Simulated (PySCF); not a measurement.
SMILES OB(c1ccc(cc1)[SiH2]C)O (C7H11BO2Si), GFN2-xTB optimised geometry.

```
22

Si    -3.70    -0.28     0.00
C     -4.32    -1.17     1.56
C     -1.81    -0.28     0.00
C     -1.10     0.50     0.91
C      0.28     0.50     0.93
C      1.02    -0.29     0.04
C      0.30    -1.06    -0.87
C     -1.08    -1.06    -0.89
B      2.60    -0.31     0.04
O      3.23    -1.11    -0.84
O      3.37     0.43     0.89
H     -4.19     1.11     0.00
H     -4.19    -0.97    -1.20
H     -3.98    -2.20     1.59
H     -3.95    -0.68     2.46
H     -5.40    -1.17     1.61
H     -1.65     1.12     1.61
H      0.79     1.12     1.66
H      0.86    -1.67    -1.56
H     -1.60    -1.67    -1.61
H      4.19    -1.07    -0.78
H      2.90     0.99     1.51
```

Density from PySCF 2.14.0 with PBE0/def2-SVP at that geometry.

Minimum of the electron density along straight lines between bonded atoms, close to the bond critical point (lines longer than 1.1 times the sum of covalent radii, or with two minima, are not listed):

```json
[
 {"bond": "Si1–C2", "length / Å": "1.901", "ρ at the minimum / e bohr⁻³": "0.111", "∇²ρ there / e bohr⁻⁵": "0.31", "position (fraction from the first atom)": "0.38"},
 {"bond": "Si1–C3", "length / Å": "1.889", "ρ at the minimum / e bohr⁻³": "0.113", "∇²ρ there / e bohr⁻⁵": "0.34", "position (fraction from the first atom)": "0.38"},
 {"bond": "C3–C4", "length / Å": "1.392", "ρ at the minimum / e bohr⁻³": "0.306", "∇²ρ there / e bohr⁻⁵": "-0.77", "position (fraction from the first atom)": "0.50"},
 {"bond": "C4–C5", "length / Å": "1.381", "ρ at the minimum / e bohr⁻³": "0.314", "∇²ρ there / e bohr⁻⁵": "-0.81", "position (fraction from the first atom)": "0.50"},
 {"bond": "C5–C6", "length / Å": "1.396", "ρ at the minimum / e bohr⁻³": "0.305", "∇²ρ there / e bohr⁻⁵": "-0.77", "position (fraction from the first atom)": "0.51"},
 {"bond": "C6–C7", "length / Å": "1.396", "ρ at the minimum / e bohr⁻³": "0.306", "∇²ρ there / e bohr⁻⁵": "-0.77", "position (fraction from the first atom)": "0.50"},
 {"bond": "C3–C8", "length / Å": "1.392", "ρ at the minimum / e bohr⁻³": "0.307", "∇²ρ there / e bohr⁻⁵": "-0.77", "position (fraction from the first atom)": "0.50"},
 {"bond": "C7–C8", "length / Å": "1.381", "ρ at the minimum / e bohr⁻³": "0.315", "∇²ρ there / e bohr⁻⁵": "-0.82", "position (fraction from the first atom)": "0.50"},
 {"bond": "C6–B9", "length / Å": "1.581", "ρ at the minimum / e bohr⁻³": "0.181", "∇²ρ there / e bohr⁻⁵": "-0.18", "position (fraction from the first atom)": "0.68"},
 {"bond": "B9–O10", "length / Å": "1.351", "ρ at the minimum / e bohr⁻³": "0.208", "∇²ρ there / e bohr⁻⁵": "1.14", "position (fraction from the first atom)": "0.33"},
 {"bond": "B9–O11", "length / Å": "1.364", "ρ at the minimum / e bohr⁻³": "0.200", "∇²ρ there / e bohr⁻⁵": "1.11", "position (fraction from the first atom)": "0.33"},
 {"bond": "Si1–H12", "length / Å": "1.470", "ρ at the minimum / e bohr⁻³": "0.116", "∇²ρ there / e bohr⁻⁵": "0.32", "position (fraction from the first atom)": "0.49"},
 {"bond": "Si1–H13", "length / Å": "1.468", "ρ at the minimum / e bohr⁻³": "0.116", "∇²ρ there / e bohr⁻⁵": "0.33", "position (fraction from the first atom)": "0.49"},
 {"bond": "C2–H14", "length / Å": "1.087", "ρ at the minimum / e bohr⁻³": "0.272", "∇²ρ there / e bohr⁻⁵": "-0.97", "position (fraction from the first atom)": "0.63"},
 {"bond": "C4–H17", "length / Å": "1.082", "ρ at the minimum / e bohr⁻³": "0.283", "∇²ρ there / e bohr⁻⁵": "-1.06", "position (fraction from the first atom)": "0.63"},
 {"bond": "C5–H18", "length / Å": "1.084", "ρ at the minimum / e bohr⁻³": "0.280", "∇²ρ there / e bohr⁻⁵": "-1.03", "position (fraction from the first atom)": "0.62"},
 {"bond": "C7–H19", "length / Å": "1.080", "ρ at the minimum / e bohr⁻³": "0.286", "∇²ρ there / e bohr⁻⁵": "-1.11", "position (fraction from the first atom)": "0.64"},
 {"bond": "C8–H20", "length / Å": "1.081", "ρ at the minimum / e bohr⁻³": "0.284", "∇²ρ there / e bohr⁻⁵": "-1.08", "position (fraction from the first atom)": "0.63"},
 {"bond": "O10–H21", "length / Å": "0.958", "ρ at the minimum / e bohr⁻³": "0.358", "∇²ρ there / e bohr⁻⁵": "-2.42", "position (fraction from the first atom)": "0.82"},
 {"bond": "O11–H22", "length / Å": "0.955", "ρ at the minimum / e bohr⁻³": "0.361", "∇²ρ there / e bohr⁻⁵": "-2.46", "position (fraction from the first atom)": "0.82"}
]
```
